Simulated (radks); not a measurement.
Values are calculated unless marked as measured or tabulated.
Question: The mean radii <r> (bohr) of the occupied orbitals of an atom or ion are listed with their occupations. Code: a radial shooting solver on a logarithmic mesh with Libxc functionals. Model: scalar-relativistic Kohn-Sham, PBE, spin-polarised, spherical densities, finite nucleus; Fermi nuclear charge, rms radius of each element as measured or else 0.836 A^(1/3) + 0.57 fm.

| orbital | occ. | <r> |
|---|---|---|
| 1s up | 1 | 0.02611 |
| 1s down | 1 | 0.02611 |
| 2s up | 1 | 0.1120 |
| 2s down | 1 | 0.1120 |
| 2p up | 3 | 0.09809 |
| 2p down | 3 | 0.09809 |
| 3s up | 1 | 0.2963 |
| 3s down | 1 | 0.2962 |
| 3p up | 3 | 0.2935 |
| 3p down | 3 | 0.2934 |
| 3d up | 5 | 0.2686 |
| 3d down | 5 | 0.2685 |
| 4s up | 1 | 0.6321 |
| 4s down | 1 | 0.6323 |
| 4p up | 3 | 0.6519 |
| 4p down | 1 | 0.6525 |

Name the element and its charge. Open shells, if any, are filled with parallel spins first.

Answer: Z = 55, caesium, charge +21: Cs21+ in [Ar] 3d10 4s2 4p4. The 1s radius gives Z: for a bare nucleus <r> = (2 gamma + 1)/(2Z) with gamma = sqrt(1 - (Z/c)^2), 0.02574 bohr for Z = 55, and screening makes it slightly larger (0.02611 here). The occupations add up to 34, and the charge is Z minus that.
